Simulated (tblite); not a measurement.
Species: C6H3FNO (doublet state).
Atom-mapped SMILES: `[CH3:1][C:2](=[O:3])[C@@:4]1([F:5])[C:6]=[C:7]1[C:8]#[N:9]` (hydrogens: H10, H11, H12 on C1)

The geometry is computed with GFN2-xTB (gas phase). This method treats the open shell by occupation alone, without spin polarisation.

(1) List the bond lengths, angles and torsions at this level.

## Answers

(1) 
```tsv
bond	length (Å)	order
C1–C2	1.498	single
C2=O3	1.207	double
C2–C4	1.493	single
C4–F5	1.354	single
C4–C6	1.471	single
C6=C7	1.295	double
C7–C8	1.369	single
C8≡N9	1.150	triple
C4–C7	1.613	single
C1–H10, C1–H11, C1–H12	1.088	single
```

Bonds in one row agree within 0.01 Å and their mean is given. Orders are formal, as drawn. A selection of angles:
```tsv
angle	degrees
C2–C1–H10	109.9
H10–C1–H11	107.6
H10–C1–H12	110.2
C1–C2–O3	125.3
C1–C2–C4	114.9
O3–C2–C4	119.8
C2–C4–F5	115.1
C2–C4–C6	123.7
C2–C4–C7	118.2
F5–C4–C6	118.1
F5–C4–C7	115.6
C6–C4–C7	49.4
C4–C6–C7	71.0
C6–C7–C8	162.0
C4–C7–C6	59.6
C4–C7–C8	138.4
C7–C8–N9	178.8
```

Dihedral angles: C1–C2–C4–F5 -12° (synperiplanar); C2–C4–C6–C7 100° (anticlinal); C4–C6–C7–C8 177° (antiperiplanar); C2–C4–C7–C6 -112° (anticlinal).

C7 (carbon bonded to 3 C) has angles 162.0°, 138.4° and 59.6°. The 6 C–C bonds span 1.295 Å (C6=C7, drawn double) to 1.613 Å (C4–C7, drawn single), a spread of 0.318 Å. C6 (carbon bonded to 2 C) is bent (angle 71.0°). The 3-membered ring C4–C6–C7 has internal angles of 49.4° to 71.0°. C2 (carbon bonded to 2 C and O) is planar (angles 125.3°, 119.8° and 114.9°, sum 360.0°, 0.00 Å off the plane of its three neighbours). Of the pairs four or more bonds apart, F5···H11 is among the closest relative to their van der Waals radii: 2.59 Å, 97 % of the sum of Bondi's values.

Point group: C1 (no symmetry element, even within 0.4 Å). Its GFN2-xTB frequencies are all real (lowest 49 cm⁻¹). 3 starts were optimised and ended at 0.00, 0.01 and 2.40 kcal/mol (GFN2-xTB); the lowest of these is shown.

The run took 0.34 s of wall time on Arm Neoverse V2, one thread, on a shared host. These figures are those of the optimisation.

One conformer stands for the species.
